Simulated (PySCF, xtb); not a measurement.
CSe2, SMILES [Se]=C=[Se].

Harmonic wavenumbers (cm⁻¹) from GFN2-xTB in xtb at its own minimum, in rising order: 243, 243, 393, 1369.

Question: What does PBE-D3(BJ)/def2-TZVP run with PySCF give at its own minimum? (An estimate is asked for; the answer gives what the named calculation found.)

Answer: 311, 311, 373, 1315. Paired by order, the mean absolute difference is 52 cm⁻¹ and the zero-point energies are 3.2 and 3.3 kcal/mol.
